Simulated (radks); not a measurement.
Question: These are the eigenvalues of the occupied orbitals of an atom or ion with whole-number occupations (eV). All-electron calculation, scalar-relativistic Kohn-Sham, r2SCAN, spin-unpolarised, spherical densities, finite nucleus; meta-GGA in the generalised Kohn-Sham scheme; Fermi nuclear charge, rms radius of each element as measured or else 0.836 A^(1/3) + 0.57 fm. Program: a radial shooting solver on a logarithmic mesh with Libxc functionals.

| orbital | eigenvalue |
|---|---|
| 1s | -53.5739 |
| 2s | -2.8512 |

Which element is it, and in what charge state? The configuration may be excited.

Answer: Z = 3, lithium, charge 0: Li in [He] 2s1. The 1s level, -1.9688 hartree, gives Z - s = 2.0 by -(Z - s)^2/2, which with screening and relativity narrows Z to a few neighbours, and the depths must fix Z and the occupations together.
